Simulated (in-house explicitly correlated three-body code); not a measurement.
Computed with an exponentially correlated three-body code. Model: two electrons around a point charge, non-relativistic, variational in 260 exponentially correlated functions (energies converged to about 1e-7 hartree, or 1e-8 relative for large Z).

The wave function depends on r1, r2 and r12, so the cusp where the electrons meet is built in. Binding is counted against the one-electron ion, and the quantum defect is n less (Z − 1)/√(2 × binding).

Command:
```bash
python run_hyl.py task.json out
```
Settings (lengths in bohr, energies in hartree):
```
Z                      3.96
interaction_strength   1
functions              260
states_tried           13
```

Run time, properties included: 38 s on 1 thread of AMD EPYC 7R13 Processor (Zen 3) (shared host).

**Those bound S and P states to n = 4 that converged, binding against the one-electron ion.**

Given: nuclear charge 3.96.

Computed: one-electron threshold -7.8408 hartree.

```json
{"term": "1 1S", "energy (hartree)": "-13.362146", "binding (eV)": "150.24", "quantum defect": "0.10925"}
{"term": "2 3S", "energy (hartree)": "-9.10570166", "binding (eV)": "34.42", "quantum defect": "0.13899"}
{"term": "2 1S", "energy (hartree)": "-8.99512242", "binding (eV)": "31.411", "quantum defect": "0.051891"}
{"term": "2 3P", "energy (hartree)": "-8.98506014", "binding (eV)": "31.137", "quantum defect": "0.043345"}
{"term": "2 1P", "energy (hartree)": "-8.92209666", "binding (eV)": "29.424", "quantum defect": "-0.012817"}
{"term": "3 3S", "energy (hartree)": "-8.37383975", "binding (eV)": "14.505", "quantum defect": "0.1332"}
{"term": "3 1S", "energy (hartree)": "?", "binding (eV)": "?", "quantum defect": "?"}
{"term": "3 3P", "energy (hartree)": "-8.3419", "binding (eV)": "13.636", "quantum defect": "0.043251"}
{"term": "3 1P", "energy (hartree)": "-8.32360913", "binding (eV)": "13.138", "quantum defect": "-0.012236"}
{"term": "4 3S", "energy (hartree)": "-8.13352118", "binding (eV)": "7.9653", "quantum defect": "0.13144"}
{"term": "4 1S", "energy (hartree)": "?", "binding (eV)": "?", "quantum defect": "?"}
{"term": "4 3P", "energy (hartree)": "-8.12060559", "binding (eV)": "7.6139", "quantum defect": "0.04316"}
{"term": "4 1P", "energy (hartree)": "-8.11297359", "binding (eV)": "7.4062", "quantum defect": "-0.011934"}
```

What belongs in the row 3 1S?

energy (hartree): -8.3446367; binding (eV): 13.71; quantum defect: 0.051292.

What belongs in the row 4 1S?

energy (hartree): -8.12174574; binding (eV): 7.6449; quantum defect: 0.051197.

**Converged states only, values per electron or pair.**

```json
{"term": "1 1S", "mean r (bohr)": "0.41892", "mean r squared (bohr²)": "0.23733", "mean inverse r (1/bohr)": "3.6478", "mean r12 (bohr)": "0.62583", "mean inverse r12 (1/bohr)": "2.1659", "mean cosine": "-0.033268", "mean p1 dot p2 (bohr⁻²)": "0.41524", "delta r1 (bohr⁻³)": "16.659", "delta r12 (bohr⁻³)": "1.4696"}
{"term": "2 3S", "mean r (bohr)": "1.076", "mean r squared (bohr²)": "1.9266", "mean inverse r (1/bohr)": "2.3808", "mean r12 (bohr)": "1.8319", "mean inverse r12 (1/bohr)": "0.6446", "mean cosine": "-0.010237", "mean p1 dot p2 (bohr⁻²)": "0.027694", "delta r1 (bohr⁻³)": "10.633", "delta r12 (bohr⁻³)": "-"}
{"term": "2 1S", "mean r (bohr)": "?", "mean r squared (bohr²)": "?", "mean inverse r (1/bohr)": "?", "mean r12 (bohr)": "?", "mean inverse r12 (1/bohr)": "?", "mean cosine": "?", "mean p1 dot p2 (bohr⁻²)": "?", "delta r1 (bohr⁻³)": "?", "delta r12 (bohr⁻³)": "?"}
{"term": "2 3P", "mean r (bohr)": "0.9901", "mean r squared (bohr²)": "1.6411", "mean inverse r (1/bohr)": "2.3614", "mean r12 (bohr)": "1.6783", "mean inverse r12 (1/bohr)": "0.7322", "mean cosine": "-0.061896", "mean p1 dot p2 (bohr⁻²)": "-0.68711", "delta r1 (bohr⁻³)": "9.7487", "delta r12 (bohr⁻³)": "-"}
{"term": "2 1P", "mean r (bohr)": "?", "mean r squared (bohr²)": "?", "mean inverse r (1/bohr)": "?", "mean r12 (bohr)": "?", "mean inverse r12 (1/bohr)": "?", "mean cosine": "?", "mean p1 dot p2 (bohr⁻²)": "?", "delta r1 (bohr⁻³)": "?", "delta r12 (bohr⁻³)": "?"}
{"term": "3 3S", "mean r (bohr)": "2.2773", "mean r squared (bohr²)": "9.9941", "mean inverse r (1/bohr)": "2.153", "mean r12 (bohr)": "4.2", "mean inverse r12 (1/bohr)": "0.30441", "mean cosine": "-0.0031799", "mean p1 dot p2 (bohr⁻²)": "0.0078237", "delta r1 (bohr⁻³)": "10.09", "delta r12 (bohr⁻³)": "-"}
{"term": "3 1S", "mean r (bohr)": "2.3933", "mean r squared (bohr²)": "11.132", "mean inverse r (1/bohr)": "2.1473", "mean r12 (bohr)": "4.4283", "mean inverse r12 (1/bohr)": "0.31764", "mean cosine": "-0.0041651", "mean p1 dot p2 (bohr⁻²)": "0.010022", "delta r1 (bohr⁻³)": "10.07", "delta r12 (bohr⁻³)": "0.060359"}
{"term": "3 3P", "mean r (bohr)": "2.2357", "mean r squared (bohr²)": "9.7537", "mean inverse r (1/bohr)": "2.1477", "mean r12 (bohr)": "4.1211", "mean inverse r12 (1/bohr)": "0.32592", "mean cosine": "-0.016024", "mean p1 dot p2 (bohr⁻²)": "-0.16988", "delta r1 (bohr⁻³)": "9.8485", "delta r12 (bohr⁻³)": "-"}
{"term": "3 1P", "mean r (bohr)": "2.3189", "mean r squared (bohr²)": "10.543", "mean inverse r (1/bohr)": "2.1434", "mean r12 (bohr)": "4.2773", "mean inverse r12 (1/bohr)": "0.32848", "mean cosine": "0.0059447", "mean p1 dot p2 (bohr⁻²)": "0.16892", "delta r1 (bohr⁻³)": "9.8883", "delta r12 (bohr⁻³)": "0.013212"}
{"term": "4 3S", "mean r (bohr)": "3.9854", "mean r squared (bohr²)": "32.512", "mean inverse r (1/bohr)": "2.0761", "mean r12 (bohr)": "7.6051", "mean inverse r12 (1/bohr)": "0.1753", "mean cosine": "-0.0013429", "mean p1 dot p2 (bohr⁻²)": "0.0032132", "delta r1 (bohr⁻³)": "9.9679", "delta r12 (bohr⁻³)": "-"}
{"term": "4 1S", "mean r (bohr)": "4.1407", "mean r squared (bohr²)": "35.231", "mean inverse r (1/bohr)": "2.0737", "mean r12 (bohr)": "7.9142", "mean inverse r12 (1/bohr)": "0.1805", "mean cosine": "-0.0017834", "mean p1 dot p2 (bohr⁻²)": "0.004226", "delta r1 (bohr⁻³)": "9.961", "delta r12 (bohr⁻³)": "0.025228"}
{"term": "4 3P", "mean r (bohr)": "3.9877", "mean r squared (bohr²)": "32.836", "mean inverse r (1/bohr)": "2.0739", "mean r12 (bohr)": "7.6114", "mean inverse r12 (1/bohr)": "0.18368", "mean cosine": "-0.0064392", "mean p1 dot p2 (bohr⁻²)": "-0.067141", "delta r1 (bohr⁻³)": "9.8693", "delta r12 (bohr⁻³)": "-"}
{"term": "4 1P", "mean r (bohr)": "4.098", "mean r squared (bohr²)": "34.753", "mean inverse r (1/bohr)": "2.0721", "mean r12 (bohr)": "7.8281", "mean inverse r12 (1/bohr)": "0.18494", "mean cosine": "0.0024002", "mean p1 dot p2 (bohr⁻²)": "0.069707", "delta r1 (bohr⁻³)": "9.8851", "delta r12 (bohr⁻³)": "0.0057927"}
```

What belongs in the row 2 1S?

mean r (bohr): 1.1539; mean r squared (bohr²): 2.2643; mean inverse r (1/bohr): 2.3594; mean r12 (bohr): 1.9729; mean inverse r12 (1/bohr): 0.69618; mean cosine: -0.013174; mean p1 dot p2 (bohr⁻²): 0.033496; delta r1 (bohr⁻³): 10.534; delta r12 (bohr⁻³): 0.20566.

What belongs in the row 2 1P?

mean r (bohr): 1.0472; mean r squared (bohr²): 1.8594; mean inverse r (1/bohr): 2.3459; mean r12 (bohr): 1.7519; mean inverse r12 (1/bohr): 0.7357; mean cosine: 0.022429; mean p1 dot p2 (bohr⁻²): 0.6036; delta r1 (bohr⁻³): 9.9078; delta r12 (bohr⁻³): 0.039404.

**Electric-dipole lines between converged S and P states, rate of the upper state's decay.**

```csv
s state,p state,p minus s (eV),oscillator strength from s,rate (1/s)
1 1S,2 1P,120.82,0.54866,1.1584e+11
1 1S,3 1P,137.11,0.12639,3.4365e+10
1 1S,4 1P,142.84,0.049077,1.4483e+10
2 1S,2 1P,1.9871,0.15035,8.5873e+06
2 1S,3 1P,?,?,?
2 1S,4 1P,24.004,0.081861,6.8226e+08
3 1S,2 1P,-15.713,-0.077847,8.3406e+08
3 1S,3 1P,0.57219,0.25908,1.2269e+06
3 1S,4 1P,6.3039,0.32146,1.8477e+08
4 1S,2 1P,-21.779,-0.016029,3.299e+08
4 1S,3 1P,-5.493,-0.17096,2.2383e+08
4 1S,4 1P,0.2387,0.35948,296260
2 3S,2 3P,3.2828,0.21581,3.364e+07
2 3S,3 3P,20.784,0.25059,1.5657e+09
2 3S,4 3P,26.806,0.071109,7.3905e+08
3 3S,2 3P,-16.632,-0.089442,1.0736e+09
3 3S,3 3P,?,?,?
3 3S,4 3P,6.8909,0.26174,1.7977e+08
4 3S,2 3P,-23.172,-0.017443,4.0639e+08
4 3S,3 3P,-5.6703,-0.19895,2.7756e+08
4 3S,4 3P,0.35145,0.495,884350
```

What belongs in the row 2 1S 3 1P?

p minus s (eV): 18.273; oscillator strength from s: 0.30443; rate (1/s): 1.4702e+09.

What belongs in the row 3 3S 3 3P?

p minus s (eV): 0.86912; oscillator strength from s: 0.36014; rate (1/s): 3.9348e+06.

**Functionals on the exact density and self-consistent, errors are functional minus exact, hybrids only self-consistent, a dash where a self-consistent run leaves the top level unbound.**

```json
{"result": "LDA PW92", "exchange error (millihartree)": "316.51", "correlation error (millihartree)": "-105.61", "functional driven error (millihartree)": "210.89", "density driven error (millihartree)": "-2.2599", "self consistent total error (millihartree)": "208.63", "top level plus exact binding (eV)": "22.831"}
{"result": "wB97X", "exchange error (millihartree)": "-", "correlation error (millihartree)": "-", "functional driven error (millihartree)": "-", "density driven error (millihartree)": "-", "self consistent total error (millihartree)": "?", "top level plus exact binding (eV)": "?"}
{"result": "r2SCAN", "exchange error (millihartree)": "-4.3836", "correlation error (millihartree)": "2.7114", "functional driven error (millihartree)": "-1.6722", "density driven error (millihartree)": "-0.3045", "self consistent total error (millihartree)": "-1.9767", "top level plus exact binding (eV)": "19.148"}
{"result": "PW91", "exchange error (millihartree)": "31.627", "correlation error (millihartree)": "-9.1364", "functional driven error (millihartree)": "22.491", "density driven error (millihartree)": "-1.2606", "self consistent total error (millihartree)": "21.23", "top level plus exact binding (eV)": "21.122"}
{"result": "PBEsol", "exchange error (millihartree)": "136.07", "correlation error (millihartree)": "-14.308", "functional driven error (millihartree)": "121.76", "density driven error (millihartree)": "-1.2584", "self consistent total error (millihartree)": "120.5", "top level plus exact binding (eV)": "22.258"}
{"result": "RPBE", "exchange error (millihartree)": "0.23637", "correlation error (millihartree)": "-1.7332", "functional driven error (millihartree)": "-1.4969", "density driven error (millihartree)": "-1.3039", "self consistent total error (millihartree)": "-2.8008", "top level plus exact binding (eV)": "21.157"}
{"result": "revTPSS", "exchange error (millihartree)": "-3.4478", "correlation error (millihartree)": "-5.1866", "functional driven error (millihartree)": "-8.6344", "density driven error (millihartree)": "-0.20304", "self consistent total error (millihartree)": "-8.8374", "top level plus exact binding (eV)": "19.479"}
{"result": "B3LYP VWN-RPA", "exchange error (millihartree)": "-", "correlation error (millihartree)": "-", "functional driven error (millihartree)": "-", "density driven error (millihartree)": "-", "self consistent total error (millihartree)": "?", "top level plus exact binding (eV)": "?"}
{"result": "TPSS", "exchange error (millihartree)": "-3.9799", "correlation error (millihartree)": "-2.6595", "functional driven error (millihartree)": "-6.6395", "density driven error (millihartree)": "-0.31893", "self consistent total error (millihartree)": "-6.9584", "top level plus exact binding (eV)": "19.822"}
{"result": "PBE", "exchange error (millihartree)": "38.433", "correlation error (millihartree)": "-1.7332", "functional driven error (millihartree)": "36.7", "density driven error (millihartree)": "-1.2234", "self consistent total error (millihartree)": "35.476", "top level plus exact binding (eV)": "21.38"}
{"result": "OLYP", "exchange error (millihartree)": "7.8097", "correlation error (millihartree)": "-4.7649", "functional driven error (millihartree)": "3.0448", "density driven error (millihartree)": "-1.4578", "self consistent total error (millihartree)": "1.5869", "top level plus exact binding (eV)": "21.04"}
{"result": "BP86", "exchange error (millihartree)": "11.595", "correlation error (millihartree)": "-4.2237", "functional driven error (millihartree)": "7.3712", "density driven error (millihartree)": "-0.7681", "self consistent total error (millihartree)": "6.6031", "top level plus exact binding (eV)": "21.161"}
{"result": "M06-L", "exchange error (millihartree)": "-25.413", "correlation error (millihartree)": "-4.5714", "functional driven error (millihartree)": "-29.984", "density driven error (millihartree)": "-2.2898", "self consistent total error (millihartree)": "-32.274", "top level plus exact binding (eV)": "18.917"}
{"result": "r2SCAN0", "exchange error (millihartree)": "-", "correlation error (millihartree)": "-", "functional driven error (millihartree)": "-", "density driven error (millihartree)": "-", "self consistent total error (millihartree)": "-0.72289", "top level plus exact binding (eV)": "14.139"}
```

What belongs in the row wB97X?

self consistent total error (millihartree): -21.964; top level plus exact binding (eV): 13.927.

What belongs in the row B3LYP VWN-RPA?

self consistent total error (millihartree): 0.9981; top level plus exact binding (eV): 16.437.

The density-driven part is never positive, since each functional's own density lowers its energy. Here it is small beside the functional-driven part (median ratio 0.056), the normal case.
